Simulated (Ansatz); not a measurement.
Ideal-gas functions of `[Br][Al]1[CH2][S]1` at 400 K and 1 bar, from an Ansatz frequency run at PBE0-D4/def2-TZVP.

Molar mass 152.98 g/mol, point group Cs (symmetry number 1), electronic degeneracy 1, moments of inertia 41.431, 491.824, 529.999 u Å². Harmonic wavenumbers (cm⁻¹, unscaled): 131, 140, 292, 524, 567, 650, 798, 952, 1002, 1417, 3115, 3191.

Use S(trans) = R[1.5 ln M + 2.5 ln T − 1.1517]; rotational temperatures θ = 24.2544 K / I; S(rot) = R[ln(√π/σ · √(T³/θAθBθC)) + 1.5]; for each mode x = 1.438777 ν̃/T, S = R[x/(eˣ − 1) − ln(1 − e⁻ˣ)] and H = RT x/(eˣ − 1); 1 cm⁻¹ = 0.0119627 kJ/mol; R = 8.31446 J/(mol·K).

By hand: the entropy, in J/(mol·K).

Translation 177.7. Rotation: θ = 0.5854, 0.0493, 0.0458 K, giving 119.5. Vibration, mode by mode: 14.65, 14.11, 8.28, 4.18, 3.69, 2.92, 1.92, 1.23, 1.07, 0.31, 0.00, 0.00, in all 52.4. Electronic 0.0. Sum 349.6 J/(mol·K).

By hand: H − E and G − E in kJ/mol, counted from the electronic energy.

Zero-point energy ½ × 12779 × 0.0119627 = 76.4; thermal vibration 11.4; translation, rotation and pV give 4 RT = 13.3. H − E = 101.1 kJ/mol, and G − E = 101.1 − 400 × 349.6/1000 = -38.7 kJ/mol.

Vibration gives 15 % of the entropy, 28.8 J/(mol·K) of it from the modes under 150 cm⁻¹: soft modes count most, and the harmonic formula is weakest for them.
